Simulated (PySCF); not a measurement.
Al(OH)3 (AlH₃O₃), SMILES [OH][Al]([OH])[OH].

Geometry: r2SCAN-D4/def2-SVP. The isomer is the one that the SMILES or the coordinates give; other isomers of the formula were not compared. One conformer was computed; it need not be the lowest.

Computed with PySCF with TDDFT-M06-2X/def2-SVPD.

Vertical excitations; the highest root listed may be one member of a degenerate set.  State labels are in the subgroup Cs.

```csv
state,symmetry,energy (eV),λ (nm),f,main pairs
S1,A",7.34,169,0.000,"HOMO→LUMO, HOMO−1→LUMO (degenerate set)"
S2,A",7.34,169,0.000,"HOMO−1→LUMO, HOMO→LUMO (degenerate set)"
S3,A',8.12,153,0.000,HOMO−4→LUMO 85 %
S4,A',8.19,151,0.074,HOMO−2→LUMO (degenerate set)
S5,A',8.19,151,0.074,HOMO−3→LUMO (degenerate set)
S6,A",8.29,150,0.201,HOMO−5→LUMO 71 %
S7,A",9.20,135,0.000,"HOMO→LUMO+4, HOMO→LUMO+2, HOMO−1→LUMO+1, HOMO−5→LUMO+1 (degenerate set)"
S8,A",9.20,135,0.000,"HOMO−1→LUMO+4, HOMO→LUMO+1, HOMO−1→LUMO+2, HOMO−5→LUMO+2 (degenerate set)"
S9,A",9.25,134,0.001,"HOMO−1→LUMO+2 24 %, HOMO→LUMO+1 24 %, HOMO−5→LUMO 17 %, HOMO−5→LUMO+4 10 %"
S10,A',9.42,132,0.088,HOMO→LUMO+3 83 %
T1,A",7.04,176,0,"HOMO→LUMO, HOMO−1→LUMO (degenerate set)"
T2,A",7.04,176,0,"HOMO−1→LUMO, HOMO→LUMO (degenerate set)"
T3,A",7.66,162,0,"HOMO−5→LUMO 67 %, HOMO−5→LUMO+5 10 %"
T4,A',7.78,159,0,HOMO−4→LUMO 76 %
```
Triplets are in the Tamm–Dancoff approximation, which puts them higher than full response would, so one can lie above its singlet here.
